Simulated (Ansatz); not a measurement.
`O[SiH2][GeH2][SH]` + `N=C(N)S` → `N=C(S)N[SiH2]O` + `[SH][GeH3]`  (cleavage of the Si–Ge bond)

Isolated molecules relaxed with PBE0-D4/def2-TZVP in Ansatz; ΔE leaves out vibrations. CCSD(T)/CBS is the MP2 limit (def2-TZVPP, def2-QZVPP) plus CCSD(T) − MP2 in def2-TZVPP, frozen cores. Functionals use def2-TZVPP. For Ge outer-core shells are correlated without core-valence functions, which leaves a few kJ/mol of doubt a bond. Scalar relativity is left out up to krypton. Each species was taken in one conformer, which may not be the lowest.

`O[SiH2][GeH2][SH]`:

Cartesian coordinates in Å:
```
O -1.705 1.253 -0.034
Si -0.608 0.401 -0.920
Ge 1.240 -0.029 0.517
S 0.647 -1.489 2.099
H -2.577 1.391 -0.405
H -0.171 1.156 -2.131
H -1.170 -0.899 -1.387
H 1.690 1.211 1.304
H 2.444 -0.582 -0.273
H 0.209 -2.414 1.230
```

`N=C(N)S`:

Z-matrix (Å, degrees):
```
C
N 1 1.371
S 1 1.786 2 114.7
N 1 1.265 2 121.8 3 179.8
H 2 1.006 1 116.8 3 35.4
H 2 1.009 1 112.9 3 171.8
H 3 1.343 1 96.8 2 28.6
H 4 1.014 1 112.3 2 -172.1
```

`N=C(S)N[SiH2]O`:

Z-matrix (Å, degrees):
```
Si
N 1 1.738
O 1 1.637 2 114.2
H 1 1.483 2 107.6 3 -122.7
H 1 1.475 2 105.4 3 116.2
C 2 1.381 1 125.2 3 74.1
H 2 1.009 1 118.5 3 -93.7
H 3 0.958 1 119.0 2 -68.2
S 6 1.773 2 112.3 1 -164.5
N 6 1.268 2 128.0 1 14.9
H 9 1.340 6 93.8 2 -175.3
H 10 1.018 6 112.1 2 4.1
```

`[SH][GeH3]`:

```xyz
6

S     0.815    0.974   -1.162
Ge   -0.389   -0.375    0.132
H     1.577    1.436   -0.157
H    -1.131    0.435    1.207
H     0.513   -1.424    0.800
H    -1.385   -1.046   -0.820
```

| level | ΔE (kJ/mol) | difference from CCSD(T)/CBS |
| --- | --- | --- |
| r2SCAN-D4 | -45.4 | 4.8 |
| B2PLYP | -50.7 | -0.5 |
| PBE | -31.9 | 18.3 |
| r2SCAN | -44.7 | 5.5 |
| HF/def2-TZVPP | -61.2 | -11.0 |
| MP2/def2-TZVPP | -57.0 | -6.8 |
| MP2/def2-QZVPP | -56.0 | -5.8 |
| SCS-MP2/def2-QZVPP | -57.2 | -7.0 |
| HF/CBS(def2) | -63.0 | -12.8 |
| CCSD/CBS(def2) | -50.7 | -0.5 |
| CCSD(T)/CBS | -50.2 | 0 |

Largest T1 diagnostic among the species: 0.014.

From PBE to PBE0 (25 % exact exchange), in def2-TZVPP and without D4, ΔE moves by −6.4 kJ/mol. In def2-TZVPP, CCSD(T) changes the Hartree–Fock value by +8.4 kJ/mol (the triples alone add +0.5 kJ/mol) and MP2 by +4.2 kJ/mol.
